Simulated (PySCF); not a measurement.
Ge2H6O, SMILES [GeH3][O][GeH3].

Geometry: r2SCAN-D4/def2-SVP.

Two levels are set side by side: TDDFT-PBE/def2-SVPD (PySCF) and TDDFT-ωB97X/def2-SVPD (PySCF). Vertical, same geometry. The lowest singlet is HOMO→LUMO 99 % with PBE and HOMO→LUMO 93 % with the other functional; states are paired by order. Differences are taken from unrounded values.

```
quantity                               TDDFT-ωB97X
-------------------------------------  -----------
lowest singlet excitation (eV)                6.70
lowest triplet excitation (TDA) (eV)          6.34
first bright state (f over 0.05) (eV)         7.97
its oscillator strength                       0.06
```

### Question
What does TDDFT-PBE give, and how far is it from TDDFT-ωB97X? (The exact figures need the calculation; the answer reports its results.)

### Answer

```csv
quantity,TDDFT-PBE,TDDFT-PBE minus TDDFT-ωB97X
lowest singlet excitation (eV),5.60,-1.10
lowest triplet excitation (TDA) (eV),5.28,-1.07
first bright state (f over 0.05) (eV),6.81,-1.17
its oscillator strength,0.05,-0.01
```

A lower first singlet is the usual sign of a functional without exact exchange. Differences between two approximate levels are no errors against the true value.

Rough cost on one machine, each run with all the roots and properties that it gave: TDDFT-ωB97X against TDDFT-PBE about 6 times.
